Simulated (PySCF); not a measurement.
A structure optimised at PBE-D3(BJ)/def2-SVP, used in a PySCF frequency run:

```xyz
6

F     -0.4713     0.4698     1.7587
Si    -0.0641     0.0625     0.2382
S      1.7747    -0.9966     0.1718
Cl    -1.5063    -1.1921    -0.5006
Cl    -0.0084     1.8242    -0.8215
H      2.4931     0.0954     0.5639
```

Write its SMILES and formula.

F[Si](S)(Cl)Cl, Cl₂FHSSi

What are its rotational constants (standard atomic weights)?

1.7917, 1.7157, 1.2482 GHz
